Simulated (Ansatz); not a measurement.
C$_{2}$H$_{5}$BF$_{2}$, SMILES `CC(F)BF`, relaxed with RKS PBE0-D4/def2-TZVP in Ansatz 0.2.0 from a PBE-D4/def2-SVP geometry. The force threshold is 0.005 eV/Å; the program also tests the step.

Total charge 0; spin multiplicity 1.

Start:

```xyz
10

C    -0.935   -0.456    0.572
C     0.397    0.273    0.378
F     1.388   -0.351    1.147
B     0.826    0.334   -1.142
F     0.045    1.014   -1.985
H    -1.211   -0.475    1.646
H    -0.870   -1.505    0.218
H    -1.744    0.053    0.011
H     0.287    1.321    0.755
H     1.817   -0.208   -1.600
```

Q: How much energy does the relaxation release, and in how many steps? (Estimate.)

A: The calculation gave: 0.81 kcal/mol, in 12 steps, 3 of them rejected.

Q: Which bonds change most? (Best estimate.)

A: The calculation gave: B4–H10 from 1.218 to 1.197 Å; C2–H9 from 1.120 to 1.101 Å; C1–H6 from 1.109 to 1.091 Å; C1–H7 from 1.109 to 1.092 Å.

Q: Give the relaxed structure. (Best estimate.)

A: Ansatz gave: 
```xyz
10

C    -0.934   -0.452    0.572
C     0.388    0.266    0.368
F     1.373   -0.362    1.132
B     0.825    0.333   -1.141
F     0.031    0.977   -1.982
H    -1.200   -0.461    1.630
H    -0.877   -1.486    0.223
H    -1.726    0.057    0.018
H     0.297    1.293    0.754
H     1.823   -0.165   -1.575
```
